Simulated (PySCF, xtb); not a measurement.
C3H6F2Si, SMILES F[C@@H]1C([SiH3])[C@H]1F.

GFN2-xTB run with xtb 6.7.1 at its own geometry gives an orbital gap of 5.94 eV and a dipole moment of 1.79 D.

Geometry optimised at B3LYP-D3(BJ)/def2-SVP. The structure was generated by enumeration; whether it is a known compound was not checked.

Q: What does PySCF with M06-2X/def2-TZVP give? (The exact figures need the calculation; the answer reports its results.)

A: gap 10.87 eV (levels -9.58 and 1.30 eV), dipole 0.98 D.
